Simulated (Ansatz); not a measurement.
Start from `[CH3][AlH][O][SiH2]C` and change one atom or group to get `C[SiH2]O[SiH2]Cl`.

Ansatz, PBE0-D4/def2-TZVP geometries, multiplicity 1. Each molecule was computed in one conformer, which needn't be the lowest.

```tsv
property	`[CH3][AlH][O][SiH2]C`
HOMO energy (ωB97M-V/def2-TZVPP) / eV	-10.07
LUMO energy (ωB97M-V/def2-TZVPP) / eV	0.91
HOMO–LUMO gap (ωB97M-V/def2-TZVPP) / eV	10.98
size of the dipole moment (ωB97M-V/def2-TZVPP) / D	1.49
LUMO energy (PBE/def2-TZVPP) / eV	-1.41
HOMO energy (B3LYP/def2-TZVPP) / eV	-7.63
```

(1) What does the change do to each property? (Best estimate.)

## Answers

(1) Computed: 
| property | `C[SiH2]O[SiH2]Cl` | shift |
| --- | --- | --- |
| HOMO energy (ωB97M-V/def2-TZVPP) / eV | -10.93 | -0.86 |
| LUMO energy (ωB97M-V/def2-TZVPP) / eV | 1.90 | 0.99 |
| HOMO–LUMO gap (ωB97M-V/def2-TZVPP) / eV | 12.83 | 1.85 |
| size of the dipole moment (ωB97M-V/def2-TZVPP) / D | 0.86 | -0.63 |
| LUMO energy (PBE/def2-TZVPP) / eV | -0.68 | 0.73 |
| HOMO energy (B3LYP/def2-TZVPP) / eV | -8.46 | -0.83 |

With PBE0 the HOMO falls by 0.84 eV and the LUMO rises by 0.83 eV, so the gap widens by about 1.67 eV. PBE moves the HOMO by -0.76 eV and ωB97M-V by -0.86 eV. Dipoles are sizes alone; their direction can turn.

B3LYP here is the variant with VWN-RPA as its local correlation; programs differ in this.
